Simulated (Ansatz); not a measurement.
This geometry of AlCl₂H₃S (7 atoms, charge 0, multiplicity 1) is a first-order saddle point.

All numbers below come from RKS BHLYP-D4/6-31G* in Ansatz.

```xyz
7
Properties=species:S:1:pos:R:3
Al 0.176 -0.442 -0.110
Cl 0.169 0.011 2.256
Cl 1.950 0.384 -0.865
H -1.239 -0.078 -0.652
S 0.489 -2.615 0.583
H -0.809 -2.943 0.605
H 0.366 -1.391 1.951
```

Which two structures does it join? (They come from a converged band through this point; their orientation in space is the band's.)

Bonds broken: Al1–Cl2, S5–H7. Bonds formed: Cl2–H7.

Initial state:

```xyz
7
Properties=species:S:1:pos:R:3
Al -0.004 -0.070 0.064
Cl -0.482 0.538 2.041
Cl 1.991 0.313 -0.538
H -1.149 -0.093 -0.999
S 0.294 -2.541 0.465
H -0.737 -2.763 1.284
H 1.191 -2.457 1.451
```

Final state:

```xyz
7
Properties=species:S:1:pos:R:3
Al 0.119 -0.640 -0.282
Cl 0.224 0.075 2.342
Cl 1.894 0.310 -0.893
H -1.276 0.018 -0.528
S 0.350 -2.787 0.123
H -0.958 -3.016 0.297
H 0.751 -1.033 2.709
```

How far does it lie above each of them?

29.1 kcal/mol above the first and 5.1 kcal/mol above the second. This is the barrier of this one path; another mechanism may lie lower. The orbitals stay closed-shell, which can raise the energy where a bond breaks towards radicals; this wasn't checked here.

Run time: 3.7 min on 2 threads of Arm Neoverse V2 (shared host), peak memory 0.17 GiB.
